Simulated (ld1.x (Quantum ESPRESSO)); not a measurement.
Values are calculated unless marked as measured or tabulated.
# Pseudopotentials across the periodic table

Generated with ld1.x 7.5 (TM, RRKJ, ultrasoft, PAW), atompaw 4.2 or ONCVPSP 4.0.1. The cutoff is in Ry: for ld1.x and atompaw files where the sum of valence levels is converged to 10 mRy in a Bessel basis, for ONCV files where the hardest occupied wave has 1 mHa per electron of residual kinetic energy. The error is the largest all-electron minus pseudo excitation energy over each file’s own four to seven test configurations (ionisations up to +4, promotions, holes and added fractions of an electron), all of which were solved. The labels leave out finer settings (local radius, basis sizes, second energies), which also bear on the numbers. Spin-polarised tests are not counted. The rows are a selection from randomly drawn settings: files with unsolved tests, undetermined cutoffs or missed reference levels are left out.

A true bound ghost makes a file unfit for plane-wave use even where its test errors are small: the radial tests pick states by their node count and pass the ghost by.

| element | potential | cutoff (Ry) | largest error (meV) | bound ghosts |
| --- | --- | --- | --- | --- |
| N | ultrasoft, PBEsol, scalar-relativistic, rc 1.20/1.75 (sp), local smoothed, core correction yes, reference 2s1 2p4 | 25 | +625 | none |
| N | TM, PW91, scalar-relativistic, rc 0.90/1.75/1.55 (spd), local s, core correction no, reference 2s2 2p1 | 60 | +708 | none |
| Ne | RRKJ, LDA (PZ), non-relativistic, rc 0.60/0.90/0.95 (spd), local smoothed, core correction no, reference 2s2 2p5.5 | 260 | +593 | none |
| Rb | TM, PBE, scalar-relativistic, rc 3.05/3.80/3.65 (spd), local s, core correction no, reference 5s1 5p0 | 6 | +82 | none |
| Cs | RRKJ, PBEsol, fully relativistic, rc 3.25/2.85/3.50 (spd), local s, core correction no, reference 5p6 5d0 6s1 6p0 | 15 | +308 | none |
| W | ultrasoft, BLYP, scalar-relativistic, rc 2.50/3.90/1.65 (spd), local smoothed, core correction no, reference 5d4 6s2 6p0 | 35 | +249 | none |
| Au | RRKJ, LDA (PZ), scalar-relativistic, rc 1.65/2.45/1.80 (spd), local s, core correction yes, reference 5d9 6s2 6p0 | 45 | -543 | none |

Task: Fill in the row for Se: TM, PBEsol, scalar-relativistic, rc 1.45/1.45/1.20 (spd), local d, core correction yes, reference 3d10 4s1.5 4p4.5.

Result: cutoff 230 Ry, largest error -552 meV, bound ghosts: s, p.

Task: Fill in the row for In: TM, PW91, fully relativistic, rc 1.30/1.56 (sp), local s, core correction yes, reference 5s1 5p0.

Result: cutoff 120 Ry, largest error -19 meV, bound ghosts: p3/2, p1/2, s.
